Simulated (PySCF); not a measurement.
Telling isomers of C$_{5}$H$_{4}$FNO$_{2}$ apart by NMR

Calculated, not measured (PySCF 2.14): J: B3LYP/pcJ-1 (spin–dipole term left out of most H,H and C,H couplings), geometry: GFN2-xTB, σ from GIAO-PBE0/pcSseg-1. Single conformer, in vacuum, relativity neglected, equivalent nuclei averaged.

Shifts are taken against calculated references (same method and geometry level): 1H, 13C against TMS. Multiplet labels drop J under 1 Hz and among equivalent protons, and merge close values. Unscaled 3J(H,H) run several per cent high. Splittings of carbon signals by F and P are missing where no couplings were computed. Where no couplings were computed, multiplicities follow the n + 1 count of equivalent neighbours, and m marks all less simple cases (inequivalent or close neighbours, rings, F or P nearby). One-bond C–F couplings are unscaled and too large by tens of Hz. Shifts are as computed. Against solution values, carbons near 30 ppm lie about +3 ppm off and those near 130 ppm about +5 ppm. Of 1211 compounds with measured shifts, 218 miss one by over three times the rms of a fit or turn the order of signals round; such compounds aren't used in these exercises.

(1) Tabulate the signals of `CO[C@@H](C#N)C(F)=C=O`, `CC(=O)c1cc(F)on1`, `N#C[C@@H]1COC(F)=CO1` and their relative energies.

(2) What is the quickest way to tell CO[C@@H](C#N)C(F)=C=O from N#C[C@@H]1COC(F)=CO1?

(3) What is the quickest way to tell CC(=O)c1cc(F)on1 from N#C[C@@H]1COC(F)=CO1?

(4) What is the quickest way to tell CO[C@@H](C#N)C(F)=C=O from CC(=O)c1cc(F)on1?

Answers

(1) 
```tsv
SMILES	carbon types	δC	δH	E rel. (kcal/mol)
CO[C@@H](C#N)C(F)=C=O	3×C 1×CH 1×CH3	240.3, 125.5, 118.8, 74.3, 57.8	5.20 (m, 1H), 3.68 (s, 3H)	33.8
CC(=O)c1cc(F)on1	3×C 1×CH 1×CH3	196.9, 184.8, 167.9, 87.4, 29.2	6.21 (m, 1H), 2.77 (s, 3H)	0.0
N#C[C@@H]1COC(F)=CO1	2×C 2×CH 1×CH2	165.0, 119.5, 113.7, 69.9, 61.2	6.46 (d, 1H), 4.58 (ddd, 1H), 4.55 (ddd, 1H), 4.25 (dd, 1H)	9.5
```

Energies are electronic energies at PBE0/pcSseg-1 on these geometries, without zero-point or thermal terms, each for the one conformer computed, which needn't be the lowest.

(2) Both give the same number of carbon signals, but DEPT or the intensities differ. The first has a central carbon of a ketene (C) at 240.3 ppm, the second an sp3 CH2 bonded to O at 69.9 ppm. Their most deshielded carbons lie at 240.3 and 165.0 ppm. In the proton spectra the most deshielded non-exchanging signals are 5.20 (m, 1H) and 6.46 (d, J = 2.3 Hz, 1H).

(3) Both give the same number of carbon signals, but DEPT or the intensities differ. The first has a methyl carbon α to a carbonyl (CH3) at 29.2 ppm, the second an sp3 CH2 bonded to O at 69.9 ppm. Their most deshielded carbons lie at 196.9 and 165.0 ppm.

(4) Both give the same number of carbon signals, with the same numbers of each carbon type, so the positions decide. The first has a nitrile carbon (C) at 118.8 ppm, the second an aromatic carbon bearing fluorine (C) at 184.8 ppm. Their most deshielded carbons lie at 240.3 and 196.9 ppm. In the proton spectra the most deshielded non-exchanging signals are 5.20 (m, 1H) and 6.21 (m, 1H).
